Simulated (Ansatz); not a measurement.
Frontier orbitals of F2H2OSi (`O[SiH](F)F`).

Cartesian coordinates in Å:
```
O 1.068 -0.629 -0.291
Si -0.163 0.316 0.152
F -1.116 -0.427 1.176
F -1.078 0.686 -1.087
H 0.911 -1.477 -0.709
H 0.378 1.532 0.759
```

Charge 0, multiplicity 1. All single points use the PBE0-D4/def2-TZVP geometry. It is one conformer, not always the lowest. Basis def2-TZVPP, Ansatz 0.2.0.

Orbital energies of one run (eV). Highest occupied ones, from the top: -8.74, -9.26, -9.51, -10.31, -10.70, -11.25, -11.78, -12.35, -13.27, -15.04, -25.73, -29.54, -30.10, -95.78. Empty: -0.49, 0.29, 0.36, 1.88, 2.31, 3.47.

Task: Which functional gave them?
A. r2SCANh
B. PBE0
C. LDA (SPW92)
D. r2SCAN0

Result: C. HOMO energies: LDA (SPW92) -8.74, PBE0 -10.36, r2SCANh -9.63, r2SCAN0 -10.67 eV.
